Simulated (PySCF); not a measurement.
**Computed data sheet: `C=C/C=C\OC(F)F`**

Species: C₅H₆F₂O.
Cartesian coordinates in Å at the PBE0-D3(BJ)/def2-SVP level; atoms count from 1:
```xyz
14
C5H6F2O angstrom
C     -2.966   -0.090    0.201
C     -1.633   -0.237    0.214
C     -0.698    0.811   -0.145
C      0.636    0.691   -0.123
O      1.247   -0.456    0.289
C      2.566   -0.590   -0.024
F      3.042   -1.596    0.699
F      2.712   -0.896   -1.324
H     -3.633   -0.909    0.477
H     -3.432    0.858   -0.089
H     -1.197   -1.197    0.509
H     -1.098    1.781   -0.455
H      1.304    1.509   -0.414
H      3.144    0.332    0.181
```

Some functional groups and rings: C=C double bond, ether and C–F bond.

From PBE0-D3(BJ)/def2-SVP geometry optimisation, gas phase (PySCF):

* Point group: C1
* Rotational constants A, B, C: 5.493, 0.861, 0.818 GHz

From wB97X-D/def2-SVPD ground state, ΔSCF and vertical TDDFT (core frozen in the response) (PySCF):

* Dipole moment: 2.26 D
* HOMO energy: -8.40 eV
* LUMO energy: 0.74 eV
* HOMO–LUMO gap: 9.14 eV
* Lowest singlet excitation: 5.60 eV (222 nm, f = 0.755)
* Strongest line among the 10 lowest singlet transitions: S1 at 5.60 eV (222 nm, f = 0.755)
* Lowest triplet excitation (Tamm–Dancoff): 3.13 eV
* Static isotropic polarisability: 75.9 au
* Vertical ionisation energy: 8.61 eV
* Electronic spatial extent ⟨r²⟩ about the centre of nuclear charge: 1347 bohr²

**PBE0/pcSseg-1 ground state and GIAO shieldings, non-relativistic (PySCF)**

* Lowest Hirshfeld atomic charge: -0.11 e on O5/F8
* Highest Hirshfeld atomic charge: +0.21 e on C6
* 13C chemical shifts (computed TMS as zero) by class: 141.8 (C4), 137.2 (C2), 123.9 (C1), 121.1 (C6), 118.5 (C3) ppm
* 1H chemical shifts (computed TMS as zero) by class: 7.02 (H11), 5.97 (H14), 5.90 (H13), 5.39 (H9), 5.39 (H10), 5.36 (H12) ppm
* Isotropic shieldings of nuclei other than C and H, by class: 157 (O5), 273 (F7/F8) ppm
* Mayer bond orders between heavy atoms: C1–C2 1.90, C2–C3 1.10, C3–C4 1.83, C4–O5 0.96, O5–C6 1.00, C6–F7 1.04, C6–F8 0.99

From B3LYP/pcJ-1 indirect spin-spin coupling, non-relativistic, gas phase; spin–dipole term left out for some pairs (PySCF):

* Largest of the computed one-bond spin–spin couplings (means over like bonds): 19F–13C -325.0 (F7–C6 and 1 like it), 13C–1H +218.4 (C6–H14), 13C–1H +189.6 (C4–H13), 13C–1H +171.9 (C1–H9), 13C–1H +166.1 (C3–H12), 13C–1H +164.9 (C1–H10), 13C–1H +164.6 (C2–H11), 13C–13C +92.4 (C3–C4) Hz

Monoisotopic mass from the formula: 120.0387 u.

The principal polarisabilities are 49.5, 61.3 and 116.7 au; their mean is the isotropic value. With B = h/(8π²I), that is 505.379 GHz u Å² over I, the principal moments of inertia are 92.0, 586.8 and 618.2 u Å² (most abundant isotopes). In atomic units the dipole is 0.89 e·bohr (1 au = 2.5417 D). The vertical singlet–triplet gap S1 − T1 is 2.47 eV (TDDFT singlet less Tamm–Dancoff triplet; S1: HOMO→LUMO, weight 0.97; T1: HOMO→LUMO, weight 0.94).

 NMR classes are plain means over equivalent atoms (diastereotopic ones count apart unless rotation or inversion swaps them), as if these changed places fast; in this geometry the members of some classes differ.

For the spin–spin coupling job (B3LYP/pcJ-1), hardware: one thread of an Arm Neoverse V1, shared host. Cost: 63 s.

One conformer stands for the species.
